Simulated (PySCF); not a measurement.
## Polarisability and C₆ of Cr⁺ (chromium, charge +1)

[Ar] 3d4 4s1, high-spin 6D determinant (an excited configuration). Calculation: PySCF 2.14, in aug-cc-pwCVTZ (10s9p7d4f3g, 127 functions); no relativity, point nucleus. Coupled (time-dependent) response in atomic units; α is the mean over directions.

```tsv
method	mean α (bohr³)	α xx, yy, zz	C₆ (like pair)	S(−4)
PW91	33.86	34.22, 34.22, 33.14	190.2	928.8
```

S(−4) is the Cauchy moment in α(ω) = α(0) + S(−4) ω² + …

α(iu) at PW91:

```
u (hartree)  α(iu) (bohr³)
          0          33.86
     0.0500          31.71
      0.100          26.81
      0.200          17.36
      0.300          11.72
      0.500          6.660
      0.750          4.222
       1.00          3.056
       1.50          1.915
       2.00          1.346
       3.00         0.7804
       5.00         0.3626
```

A single London oscillator, α(iu) = α/(1 + u²/ω²), gives C₆ = (3/4) ω α². Matching the computed C₆ needs ω = 4 × 190.2 / (3 × 33.86²) = 0.221 hartree.

For an ion, C₆ is the dispersion term alone; charge-induced terms of lower order in 1/R come first.

The components differ because the open shell of this determinant is not spherical; for a pure term their mean is the scalar polarisability.
